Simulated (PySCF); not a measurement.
SMILES CSCC[SiH3] (GFN2-xTB optimised geometry):

```
15

C      1.650    -0.456    -2.761
S      2.173     0.347    -1.220
C      1.461    -0.802     0.000
C     -0.055    -0.802     0.000
Si    -0.778     0.965     0.000
H      2.149     0.068    -3.570
H      0.573    -0.376    -2.877
H      1.962    -1.497    -2.746
H      1.880    -1.792    -0.196
H      1.845    -0.444     0.955
H     -0.423    -1.354    -0.867
H     -0.396    -1.354     0.879
H     -0.747     1.530    -1.348
H     -2.173     0.848     0.433
H     -0.017     1.792     0.932
```

Level of theory: CAM-B3LYP/def2-TZVP run with PySCF.

Q: What are the frontier orbital energies and the dipole moment?

A: HOMO-2 -10.36 eV, HOMO-1 -9.64 eV, HOMO -7.73 eV, LUMO 1.52 eV, LUMO+1 1.82 eV; dipole moment 1.78 D.

Meta-Löwdin charges at CAM-B3LYP/def2-TZVP: C1 -0.40, S2 0.05, C3 -0.25, C4 -0.44, Si5 0.51, H6 0.14, H7 0.12, H8 0.12, H9 0.11, H10 0.12, H11 0.11, H12 0.12, H13 -0.10, H14 -0.11, H15 -0.10.
